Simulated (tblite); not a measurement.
Compound: C₅H₁₀FNSi.
Geometry (GFN2-xTB, Å), atoms numbered from 1 in this order:
```xyz
18
C5H10FNSi angstrom
N      2.8561    0.3522   -0.1363
Si     1.5189   -0.6063    0.3515
C      0.1659   -0.2578   -0.9579
C     -1.1235   -1.0662   -0.7435
C     -2.0968   -0.1138   -0.0225
C     -1.5481    1.2494   -0.3246
C     -0.3366    1.1361   -0.8399
F      0.4632    2.1657   -1.1934
H      2.6942    1.2833   -0.4870
H      3.7111    0.3243    0.3935
H      1.9417   -2.0039    0.2615
H      0.9498   -0.3339    1.6812
H      0.5910   -0.4329   -1.9483
H     -1.5442   -1.3532   -1.7094
H     -0.9521   -1.9770   -0.1719
H     -2.0947   -0.2865    1.0580
H     -3.1239   -0.2315   -0.3720
H     -2.0810    2.1583   -0.1153
```

Method: GFN2-xTB as coded in tblite; computed harmonic values from a numerical Hessian at the method's own geometry, unscaled. The method is semi-empirical: single wavenumbers can be off by several per cent or more. Modes of hydrogen on silicon can be 10 to 20 % off. One conformer, not necessarily the lowest.

Harmonic wavenumbers (cm⁻¹): 54.6, 81.9, 132.8, 198.3, 243.4, 251.2, 264.0, 370.6, 485.0, 514.4, 532.4, 566.2, 578.3, 651.3, 688.5, 717.6, 784.2, 800.2, 835.5, 857.1, 917.1, 939.6, 969.2, 1021.2, 1032.6, 1104.7, 1125.3, 1141.6, 1193.9, 1204.8, 1226.2, 1271.7, 1296.7, 1326.8, 1479.5, 1500.7, 1517.4, 1727.0, 2183.1, 2266.7, 2931.6, 2951.4, 2969.2, 2979.8, 3004.2, 3143.6, 3470.3, 3511.2.

A = 2526, B = 1408, C = 1020 MHz; mass 131.057 u (most abundant isotopes); point group C1, symmetry number 1.

Question: What is the zero-point energy?

Answer: ½Σν̃ = 30507 cm⁻¹ = 87.22 kcal/mol.

Question: Entropy at 298.15 K, 1 bar (ideal gas, RRHO, classical rotation)?

Answer: Translation 40.55, rotation 28.87, vibration 25.34: S = 94.8 cal/(mol K).

Question: And Cp and H(298.15 K) − H(0)?

Answer: Cp = 37.51 cal/(mol K), of which vibrations give 29.56 (their classical limit is 48 R = 95.4); H(298.15 K) − H(0) = 6.54 kcal/mol without the zero-point energy, 4.17 from vibrations.

Question: What must be added to the electronic energy to get the Gibbs energy at 298.15 K and 1 bar?

Answer: ZPE + [H(298.15 K) − H(0)] − T·S = 87.22 + 6.54 − 28.25 = 65.51 kcal/mol.

Question: Which modes carry the vibrational entropy at 298.15 K?

Answer: 54.6 cm⁻¹: 4.64; 81.9 cm⁻¹: 3.84; 132.8 cm⁻¹: 2.91; 198.3 cm⁻¹: 2.15; 243.4 cm⁻¹: 1.78; 251.2 cm⁻¹: 1.72 cal/(mol K); the other 42 give 8.30 together.

Question: Blend soft modes into free rotors: weight 1/[1 + (100 cm⁻¹/ν̃)⁴] for the oscillator and the rest for a rotor with moment μB/(μ + B), μ = h/(8π²ν), B = 10⁻⁴⁴ kg m². What vibrational entropy results?

Answer: 23.65 cal/(mol K) in place of 25.34, which changes −T·S at 298.15 K by +0.50 kcal/mol.

Question: How do the functions run with temperature in this model?

Answer: 
```tsv
T (K)	S (cal/(mol K))	Cp (cal/(mol K))	H − H(0) (kcal/mol)	G − H(0) (kcal/mol)	ln q(vib)
50	57.5	12.0	0.47	-2.40	0.36
100	67.3	16.9	1.20	-5.53	1.28
373.15	104.0	45.1	9.64	-29.17	7.51
500	118.8	55.7	16.07	-43.31	10.59
750	144.3	70.0	31.94	-76.29	16.56
1000	165.8	79.0	50.64	-115.13	22.16
```

q(vib) and H(0) count from the zero-point level.

Hindered rotation and anharmonicity are outside this model. Other conformers, if any are populated, would add a mixing term that is left out. The structure is chiral; the term R ln 2 for an equal mix with its mirror image is left out.

Time: 2.0 s. Hardware: one thread, Intel Xeon at 2.50 GHz (x86_64), no GPU, shared host. This covers the Hessian and the dipole derivatives.
